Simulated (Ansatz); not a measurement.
Cartesian coordinates (Å):
SMILES: CCCN
```xyz
13

C     -1.3893     0.5299    -0.0663
C     -0.4878    -0.6997    -0.1278
C      0.8985    -0.4791     0.4884
N      1.7483     0.5223    -0.1533
H     -0.9624     1.3681    -0.6214
H     -1.5373     0.8553     0.9669
H     -2.3719     0.3249    -0.4941
H     -0.9705    -1.5329     0.3936
H     -0.3663    -1.0175    -1.1694
H      1.4449    -1.4257     0.4880
H      0.7846    -0.1911     1.5381
H      1.3265     1.4420    -0.1085
H      1.8828     0.3034    -1.1343
```
Charge 0, multiplicity 1.

Level of theory: frozen-core CCSD(T)/cc-pVTZ // B3LYP-D3(BJ)/def2-TZVP (Ansatz, a quantum-chemistry and plane-wave program).

```yaml
HF energy: -173.35083 Ha
MP2 correlation energy: -0.75356 Ha
```

Problem. Estimate the CCSD correlation energy, the (T) correction, the total energy and the T1 diagnostic.

Solution. 
- CCSD correlation energy: -0.79789 Ha
- (T) correction: -0.03011 Ha
- CCSD(T) total energy: -174.17884 Ha
- T1 diagnostic: 0.008
